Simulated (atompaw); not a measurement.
# Before and after: PAW (atompaw) potential for palladium

| Item | Value |
| --- | --- |
| Element | palladium |
| Generator | atompaw 4.2.0.5 |
| Type | PAW |
| Functional | PBEsol |
| Relativity | scalar-relativistic |
| Frozen core | [Kr] |
| Valence charge | 10 |
| Reference configuration | 4d8 5s0 5p0 (charge +2) |
| Partial waves | 5s (bound, empty); 5s channel at -0.6 Ry; 5p (bound, empty); 5p channel at 1.1 Ry; 4d (bound); 4d channel at -1.1 Ry |
| Local potential | bessel scheme, radius 2.00 bohr |
| Core correction | smooth core density matched at 2.90 bohr |
| Augmentation charge | besselshape compensation charge, radius 2.90 bohr; PAW radius 2.90 bohr; waves and projectors: bloechl |

All-electron outer shells of the reference configuration (PBEsol, scalar-relativistic, ld1.x):

```json
{"shell": "4p", "level (eV)": "-76.03", "outermost node (bohr)": "0.46", "outermost maximum (bohr)": "0.91"}
{"shell": "4d", "level (eV)": "-27.32", "outermost node (bohr)": "0.45", "outermost maximum (bohr)": "1.07"}
{"shell": "5s", "level (eV)": "-20.16", "outermost node (bohr)": "1.13", "outermost maximum (bohr)": "2.27"}
{"shell": "5p", "level (eV)": "-13.92", "outermost node (bohr)": "1.26", "outermost maximum (bohr)": "2.74"}
```

Change: local potential bessel scheme, radius 1.58 bohr.

Cutoffs: the cutoffs (Ry, on a coarse ladder) from which the occupation-weighted sum of valence levels, in a spherical-Bessel basis at the reference potential, stays within 10 and 1 mRy of its value at 400 Ry; they do not see the model core or the augmentation charge, which bear on the density cutoff.

Q: What does the change do?

A: The potential gets harder (25 Ry and 30 Ry → 30 Ry and 35 Ry); both files keep a bound ghost (s).

| quantity | base | changed |
| --- | --- | --- |
| cutoff, loose | 25 Ry | 30 Ry |
| cutoff, tight | 30 Ry | 35 Ry |
| bound ghosts | s | s |
| s: phases at 2.92 bohr within 0.05 rad from the reference energy up to (Ry; the scan ends near 5) | 1.7 | 1.8 |
| p: phases at 2.92 bohr within 0.05 rad from the reference energy up to (Ry; the scan ends near 5) | 3.1 | 3.0 |
| d: phases at 2.92 bohr within 0.05 rad from the reference energy up to (Ry; the scan ends near 5) | 3.9 | 4.1 |
| lowest overlap eigenvalue by channel | s 0.01, p 0.61, d 0.95 | s 0.01, p 0.50, d 1.00 |

 A true bound ghost makes a file unfit for plane-wave use even where its test errors are small: the radial tests pick states by their node count and pass the ghost by. The cutoffs see the waves, projectors and local potential, not the compensation charge or the core.
